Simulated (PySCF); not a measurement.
Input file for PySCF: R-MP2/6-31G* on F2GaH2N (SMILES [NH2][Ga]([F])[F]), a point of a torsion scan.

```python
from pyscf import gto, scf, dft, mp
from pyscf.data.elements import chemcore

mol = gto.M(
    atom='''
    N    -1.14503656   -0.10086631   -0.30184646
    Ga    0.65184596    0.29309685   -0.55217293
    F     1.67456569    0.94836179    0.71075692
    F     1.50247200    0.06147185   -2.04279219
    H    -1.66552976    0.73388260   -0.03575546
    H    -1.26521327   -0.76946193    0.45794605
    ''',
    basis='6-31g*',
    cart=True,
    charge=0, spin=0, verbose=3, max_memory=1800)
mf = scf.RHF(mol)
mf.conv_tol = 1e-8
mf.max_cycle = 100
mf.kernel()
if not mf.converged:
    mf = mf.newton().run(mf.mo_coeff, mf.mo_occ)
pt = mp.MP2(mf, frozen=chemcore(mol)).run()
```

The log:

```
converged SCF energy = -2177.54772971728
E(RMP2) = -2178.30875170554  E_corr = -0.761021988262934
E(SCS-RMP2) = -2178.26583782979  E_corr = -0.718108112513782
```

The calculation finished and met its thresholds.

Cost: roughly 2.2 core-seconds.
